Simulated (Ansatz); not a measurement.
Two members of one family (Series BX3), computed with Ansatz in the gas phase. The two geometries come from different levels. Binding counts from free atoms in the multiplicity of their measured ground term, without zero-point energy. The structures are stationary points that may keep the symmetry of their start.

First: B(OH)3 (singlet, charge 0, r2SCAN-D4/def2-TZVP geometry).

```
atom   x (Å)   y (Å)   z (Å)
  B1  -0.085  -0.208  -0.043
  O2  -0.017  -1.554   0.161
  H3   0.715  -1.787   0.740
  O4   0.851   0.596   0.576
  H5   0.768   1.539   0.407
  O6  -1.098   0.232  -0.855
  H7  -1.134   1.182  -0.986
```

```csv
level,HOMO (eV),LUMO (eV),gap (eV),binding per atom (eV)
PBE-D4/def2-SVP,-6.95,-0.02,6.92,4.65
PBE-D4/def2-TZVP,-7.42,-0.74,6.68,4.60
B3LYP-D4/def2-TZVP,-8.89,-0.30,8.59,4.48
PBE0-D4/def2-SVP,-8.80,0.91,9.71,4.51
PBE0-D4/def2-TZVP,-9.17,0.12,9.29,4.47
```

Second: B(CN)3 (singlet, charge 0, B3LYP-D4/def2-SVP geometry).

```xyz
7

B     0.000    0.000   -0.001
C    -0.892    1.174   -0.410
N    -1.570    2.065   -0.721
C     1.508    0.204    0.157
N     2.653    0.358    0.279
C    -0.616   -1.377    0.251
N    -1.084   -2.423    0.444
```

Problem. Estimate the same table for the second.

Solution. 
```json
{"level": "PBE-D4/def2-SVP", "HOMO (eV)": "-9.43", "LUMO (eV)": "-5.87", "gap (eV)": "3.56", "binding per atom (eV)": "6.05"}
{"level": "PBE-D4/def2-TZVP", "HOMO (eV)": "-9.59", "LUMO (eV)": "-6.06", "gap (eV)": "3.54", "binding per atom (eV)": "5.98"}
{"level": "B3LYP-D4/def2-TZVP", "HOMO (eV)": "-10.71", "LUMO (eV)": "-5.44", "gap (eV)": "5.27", "binding per atom (eV)": "5.65"}
{"level": "PBE0-D4/def2-SVP", "HOMO (eV)": "-10.92", "LUMO (eV)": "-5.16", "gap (eV)": "5.77", "binding per atom (eV)": "5.74"}
{"level": "PBE0-D4/def2-TZVP", "HOMO (eV)": "-10.99", "LUMO (eV)": "-5.29", "gap (eV)": "5.71", "binding per atom (eV)": "5.67"}
```
